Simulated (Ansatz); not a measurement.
Saddle point of C$_{2}$H$_{10}$Ge, singlet (CH₆Ge ([CH3][GeH3]) + CH₄ → C₂H₈Ge ([CH3][GeH2][CH3]) + H₂; bonds formed: Ge1–C7, H2–H6; bonds broken: Ge1–H2, H6–C7), PBE0-D4/def2-TZVP structure:

```
13
angstrom
Ge -0.5975 -0.4669 -0.0876
H 1.0837 -0.9400 -0.8228
H -1.2174 -1.4490 -1.0938
H -1.7631 0.5348 0.2904
C 0.0955 -1.0597 1.6340
H 0.7554 0.1515 -0.9969
C 0.2286 1.4176 -1.1162
H -0.7207 -1.1055 2.3582
H 0.5802 -2.0297 1.5373
H 0.8319 -0.3343 1.9841
H 0.2234 2.0662 -0.2401
H 1.1403 1.6119 -1.6984
H -0.6401 1.6033 -1.7479
```

Energies are electronic, without zero-point energy. Barriers and step energies count from the start structure reached by relaxing down the imaginary mode; all methods use the PBE0-D4 structures, on which another method's saddle can fall below an end. Computed with Ansatz 0.2.0 (basis: def2-TZVPP, with def2-QZVPP for the basis limit); correlated methods freeze the cores. Filled d shells of the heavier atoms are correlated. The def2 sets are not built for correlating such inner shells, so the correlated values are less sure here. B3LYP uses VWN-RPA correlation. Extrapolation: Hartree–Fock as exp(−7.88 √X), correlation as X^−2.97.

```csv
method,barrier (eV),step energy (eV)
SPW92,3.137,0.433
PBE-D4,3.421,0.412
BLYP-D4,3.631,0.431
r2SCAN-D4,3.601,0.433
B97M-V,3.666,0.533
PBE0-D4,3.623,0.438
B3LYP-D4,3.791,0.460
r2SCAN0-D4,3.739,0.449
BHLYP-D4,?,0.498
CAM-B3LYP-D4,?,0.488
wB97X-V,3.886,0.442
wB97M-V,3.822,0.430
B2PLYP,3.893,0.454
PBE-QIDH,3.800,0.420
RPA on PBE,?,0.403
HF,4.585,0.607
MP2,3.843,0.345
CCSD,3.983,0.440
CCSD(T),3.860,0.405
```

(1) Fill in the withheld barriers. (To be estimated.)

No T1 diagnostic of these runs exceeds 0.011.

## Answers

(1) Computed: BHLYP-D4 4.029; RPA on PBE 3.835; CAM-B3LYP-D4 3.913 eV. Each is the energy of the saddle less that of the start structure, by the same method.

For comparison, the barrier by CCSD(T) at an estimated basis limit (MP2 extrapolated from triple and quadruple zeta, plus CCSD(T) − MP2 in triple zeta) is 3.878 eV.

Labels in which every atom is bracketed show which atoms are joined, not bond orders.

For scale, one of the runs: CCSD(T)/def2-TZVPP, 250 basis functions, launched by `ansatz run in.yaml --threads 8 --pin off --events-out ev --progress --plain --max-ram 19148MiB`. The run took 95 s on 8 CPU threads of an Arm Neoverse V1 (shared host), with 5.4 GiB of host memory at its peak.
